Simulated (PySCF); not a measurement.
Compound: C8H11 (doublet state).
Z-matrix (Å and degrees, GFN2-xTB geometry), rows numbered from 1:
```
C 
C   1  1.2842
C   2  1.5605  1  126.82
C   3  1.5304  2  107.60  1   136.00
C   3  1.4980  2  104.49  1  -102.33
C   5  1.3223  3  126.80  2  -111.64
C   3  1.5036  2  109.82  1    18.40
C   7  1.3195  3  125.63  2  -132.14
H   1  1.0646  2  139.60  3     0.05
H   2  1.0832  1  121.75  3  -178.70
H   4  1.0886  3  109.90  2   178.49
H   4  1.0876  3  110.97  2    57.72
H   4  1.0884  3  109.84  2   -62.21
H   5  1.0830  3  113.52  2    65.72
H   6  1.0771  5  121.14  3   178.24
H   6  1.0762  5  123.08  3    -2.53
H   7  1.0829  3  114.07  2    50.18
H   8  1.0771  7  121.51  3  -177.96
H   8  1.0771  7  122.18  3     1.63
```

The hyperfine couplings belong to this conformer and change with its torsions.

Identity: `[H]/[C]=C\C(C)(C=C)C=C` [radical].

Computed with UKS B3LYP, pcH-1 on C H, non-relativistic, mean-field spin-orbit, GIAO in PySCF. Geometry: GFN2-xTB, one conformer, isolated molecule. Couplings are sensitive to structure, and on GFN2-xTB geometries they can be far from those on DFT ones. Stability of the SCF solution: not tested.

Break the g tensor into its mass correction, gauge correction and orbital-Zeeman/spin–orbit terms.

```json
{"Δg (ppm)": "relativistic mass correction", "1": "-146", "2": "-146", "3": "-146"}
{"Δg (ppm)": "gauge correction", "1": "34", "2": "4", "3": "-41"}
{"Δg (ppm)": "orbital Zeeman/spin–orbit", "1": "-396", "2": "29", "3": "638"}
{"Δg (ppm)": "total", "1": "-507", "2": "-113", "3": "451"}
```

So g = 2.00181, 2.00221, 2.00277 and g_iso = 2.00226; the tensor is rhombic: the two nearest values differ by 41 % of g3 − g1. Axes: g1 points within 10° of the C1–H9 bond and g2 points within 6° of the C2–C3 bond.

What effective moment and Curie constant follow for a powder?

With the mean of g² = 4.0091 and S(S+1) = 0.75: μ_eff = √(⟨g²⟩S(S+1)) = 1.734 μB and χT = 0.12505·⟨g²⟩·S(S+1) = 0.376 cm³ K/mol (cgs; spin-Hamiltonian part alone).

At 94.391 GHz, how far is the centre of the isotropic spectrum from where a free electron (g = 2.002319) resonates?

B = hν/(g μB) with μB/h = 13.99624 MHz/mT gives 3368.11 mT for the free electron and 3368.20 mT at g_iso, 0.09 mT higher.

In a frozen sample, at which fields do the three g values resonate at 9.5, 34, 94 and 263 GHz (hyperfine left aside), and which band first spreads them over more than twice a line width of 0.3 mT?

```json
{"band": "X", "GHz": "9.5", "B(g3) mT": "338.91", "B(g2) mT": "339.00", "B(g1) mT": "339.07", "spread mT": "0.16"}
{"band": "Q", "GHz": "34.0", "B(g3) mT": "1212.93", "B(g2) mT": "1213.27", "B(g1) mT": "1213.51", "spread mT": "0.58"}
{"band": "W", "GHz": "94.0", "B(g3) mT": "3353.40", "B(g2) mT": "3354.34", "B(g1) mT": "3355.00", "spread mT": "1.60"}
{"band": "J", "GHz": "263.0", "B(g3) mT": "9382.38", "B(g2) mT": "9385.02", "B(g1) mT": "9386.87", "spread mT": "4.49"}
```

The spread grows in proportion to the frequency. W band is the first where it exceeds 0.6 mT.

Largest spin populations (Mulliken): C1 (+1.02), C2 (-0.17) and C3 (+0.09). No atom but C1 exceeds +0.15. The positive populations add up to 1.19 and the negative ones to -0.19, together 2S = 1.

The HOMO–LUMO gaps are 5.94 eV among the α and 4.94 eV among the β orbitals.
